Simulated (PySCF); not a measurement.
## Property card for `C(=C)C/C=C/c1ccc(C#[O+])cc1`

Species: C12H11O (charge +1).
Cartesian coordinates in Å at the PBE0-D3(BJ)/def2-SVP level; atoms count from 1:
```xyz
24
C12H11O angstrom
C     -3.998   -0.201   -0.623
C     -3.138    0.796   -0.414
C     -2.547    1.143    0.916
C     -1.075    0.979    1.038
C     -0.290    0.363    0.122
C      1.135    0.175    0.224
C      1.793   -0.555   -0.802
C      3.145   -0.782   -0.777
C      3.903   -0.263    0.313
C      5.256   -0.478    0.360
O      6.375   -0.654    0.401
C      3.271    0.477    1.356
C      1.918    0.684    1.296
H     -4.332   -0.856    0.189
H     -4.414   -0.392   -1.615
H     -2.838    1.434   -1.255
H     -3.013    0.546    1.724
H     -2.787    2.190    1.187
H     -0.632    1.381    1.956
H     -0.770   -0.050   -0.770
H      1.202   -0.947   -1.632
H      3.633   -1.347   -1.573
H      3.860    0.873    2.186
H      1.445    1.255    2.095
```

Among its groups: C=C double bond and benzene ring.

PBE0-D3(BJ)/def2-SVP geometry optimisation, gas phase (PySCF):

- Point group: C1
- Rotational constants A, B, C: 3.199, 0.281, 0.261 GHz

From wB97X-D/def2-SVPD ground state and vertical TDDFT (core frozen in the response) (PySCF):

- HOMO energy: -12.27 eV
- LUMO energy: -5.76 eV
- HOMO–LUMO gap: 6.51 eV
- Lowest singlet excitation: 3.68 eV (337 nm, f = 0.729)
- Strongest line among the 10 lowest singlet transitions: S1 at 3.68 eV (337 nm, f = 0.729)
- Lowest triplet excitation (Tamm–Dancoff): 2.25 eV
- Static isotropic polarisability: 169.9 au
- Electronic spatial extent ⟨r²⟩ about the centre of nuclear charge: 3898 bohr²

From B3LYP/pcSseg-1 ground state and GIAO shieldings, non-relativistic (PySCF):

- 13C chemical shifts (computed TMS as zero) by class: 179.1 (C4), 179.1 (C10), 164.6 (C6), 145.7 (C8/C12), 136.7 (C2), 135.6 (C7/C13), 135.3 (C1), 135.2 (C5), 74.3 (C9), 45.9 (C3) ppm
- 1H chemical shifts (computed TMS as zero) by class: 8.22 (H19), 8.17 (H22/H23), 7.88 (H21/H24), 6.89 (H20), 6.06 (H16), 5.99 (H15), 5.86 (H14), 3.61 (H17/H18) ppm
- Isotropic shieldings of nuclei other than C and H, by class: -70 (O11) ppm

B3LYP/pcJ-1 indirect spin-spin coupling, non-relativistic, gas phase; spin–dipole term left out (PySCF):

* Largest of the computed one-bond spin–spin couplings (means over like bonds): 13C–1H +184.1 (C8–H22 and 1 like it), 13C–1H +179.4 (C7–H21 and 1 like it), 13C–1H +172.6 (C1–H15), 13C–1H +171.4 (C5–H20), 13C–1H +166.6 (C1–H14), 13C–1H +164.6 (C2–H16), 13C–1H +160.7 (C4–H19), 13C–1H +133.6 (C3–H17 and 1 like it) Hz

Monoisotopic mass of the ion (most abundant isotopes, electron mass counted): 171.0804 u.

The principal polarisabilities are 84.2, 127.1 and 298.4 au; their mean is the isotropic value. The largest Löwdin shares of the LUMO are 0.17 on C10, 0.16 on C6, 0.13 on O11 and 0.11 on C8. The vertical singlet–triplet gap S1 − T1 is 1.43 eV (TDDFT singlet less Tamm–Dancoff triplet; S1: HOMO→LUMO, weight 0.50, beside HOMO−1→LUMO, weight 0.45; T1: HOMO−1→LUMO, weight 0.79). The 10 singlets span 3.68 to 6.20 eV, and their oscillator strengths add up to 0.96. The polarisability is 25.18 Å³ as a volume (1 au = 0.148185 Å³), or 1.89 au for each of the 90 electrons. The largest Löwdin shares of the HOMO are 0.35 on C1, 0.34 on C2 and 0.07 on C3.

One conformer (not necessarily the lowest) at the PBE0-D3(BJ)/def2-SVP geometry, without solvent or vibrations. NMR classes are plain means over equivalent atoms (diastereotopic ones count apart unless rotation or inversion swaps them), as if these changed places fast; in this geometry the members of some classes differ.

For the spin–spin coupling job (B3LYP/pcJ-1), the run took 2.1 min wall, 4.6 min CPU on an Intel Xeon at 2.60 GHz with 2 threads, no GPU, shared host with 96 logical CPUs at a one-minute load of 41, and the process peaked at 3.7 GiB of memory.
